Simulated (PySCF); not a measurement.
InCl, SMILES [Cl][In] (connectivity only; charge and spin as stated), neutral, multiplicity 1.

Geometry optimised at PBE0-D3(BJ)/def2-TZVP. The def2 effective core potentials stand for the cores of In; spin–orbit coupling is left out.

Calculation: PySCF with TDA-B3LYP/def2-TZVPD.

Vertical excitations; the highest root listed may be one member of a degenerate set. Isolated molecule, no solvent. State labels are in the subgroup C2v.

```csv
state,symmetry,energy (eV),λ (nm),f,main pairs
S1,B2,4.54,273,0.114,HOMO→LUMO+1 (degenerate set)
S2,B1,4.54,273,0.114,HOMO→LUMO (degenerate set)
S3,A2,4.93,252,0.000,"HOMO−1→LUMO 50 %, HOMO−2→LUMO+1 50 %"
S4,A2,4.98,249,0.000,"HOMO−2→LUMO+1, HOMO−1→LUMO (degenerate set)"
S5,A1,4.98,249,0.000,"HOMO−2→LUMO, HOMO−1→LUMO+1 (degenerate set)"
S6,A1,5.49,226,0.000,"HOMO−1→LUMO+1 39 %, HOMO−2→LUMO 39 %, HOMO→LUMO+2 21 %"
S7,A1,6.64,187,0.349,"HOMO→LUMO+3 73 %, HOMO→LUMO+2 20 %"
S8,A1,6.72,185,0.651,"HOMO→LUMO+2 52 %, HOMO→LUMO+3 27 %"
S9,B2,6.74,184,0.025,HOMO−1→LUMO+2 (degenerate set)
S10,B1,6.74,184,0.025,HOMO−2→LUMO+2 (degenerate set)
T1,B1,3.51,354,0,HOMO→LUMO (degenerate set)
T2,B2,3.51,354,0,HOMO→LUMO+1 (degenerate set)
T3,A1,4.72,263,0,"HOMO−2→LUMO 49 %, HOMO−1→LUMO+1 49 %"
T4,A1,4.80,258,0,"HOMO−1→LUMO+1 50 %, HOMO−2→LUMO 50 %"
```
Triplets are in the Tamm–Dancoff approximation.
